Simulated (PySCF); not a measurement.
Species: C3H8O2Si.
Atom-mapped SMILES: `[CH2:1]=[CH:2][O:3][Si@H:4]([CH3:5])[OH:6]` (hydrogens: H7, H8 on C1; H9 on C2; H10 on Si4; H11, H12, H13 on C5; H14 on O6)

Torsions of this conformer, `[CH2:1]=[CH:2][O:3][Si@H:4]([CH3:5])[OH:6]`: C1–C2–O3–Si4 -2°, C2–O3–Si4–C5 -70°, H–O6–Si4–O3 58°.

The closed-shell ground state was solved at several levels (PySCF, density fitting, gas phase, non-relativistic). The structure is a single PBE0-D3(BJ)/def2-SVP conformer in the gas phase; no vibrational or solvent corrections.

| level | basis functions | HOMO (eV) | LUMO (eV) | gap (eV) | dipole (D) |
| --- | --- | --- | --- | --- | --- |
| HF/pcSseg-1 | 149 | -9.50 | 4.05 | 13.55 | 1.85 |
| LDA/pcSseg-1 | 149 | -5.83 | -0.61 | 5.22 | 1.82 |
| KT2/pcSseg-1 | 149 | -5.66 | -0.35 | 5.31 | 1.70 |
| PBE/pcSseg-1 | 149 | -5.64 | -0.37 | 5.27 | 1.75 |
| OPBE/pcSseg-1 | 149 | -5.59 | -0.21 | 5.38 | 1.75 |
| KT3/pcSseg-1 | 149 | -5.64 | -0.30 | 5.34 | 1.68 |
| B3LYP/pcSseg-1 | 149 | -6.62 | 0.38 | 7.00 | 1.76 |

(1) Estimate the row for B3LYP/6-31G*, a basis of 104 functions; the other rows only guide the guess.

(2) Over all these levels, which gives the widest orbital gap and which the narrowest?

(3) In the pcSseg-1 basis, how does the gap go with the fixed share of exact exchange?

(4) How far do the dipole and the HOMO energy spread over the levels?

Answers

(1) HOMO -6.24 eV, LUMO 0.93 eV, gap 7.17 eV, dipole 1.83 D.

(2) HF/pcSseg-1 (Hartree–Fock, all exact exchange) has the widest, 13.55 eV, and LDA/pcSseg-1 (LDA) the narrowest, 5.22 eV. The two share the basis. From the narrowest to the widest the HOMO moves by -3.67 eV and the LUMO by +4.66 eV.

(3) LDA (0 %) 5.22 eV; PBE (0 %) 5.27 eV; KT2 (0 %) 5.31 eV; KT3 (0 %) 5.34 eV; OPBE (0 %) 5.38 eV; B3LYP (20 %) 7.00 eV; HF (100 %) 13.55 eV. Each rise in the share widens the gap here.

(4) The dipole runs from 1.68 to 1.85 D (mean 1.77 D) and the HOMO from -9.50 to -5.59 eV.
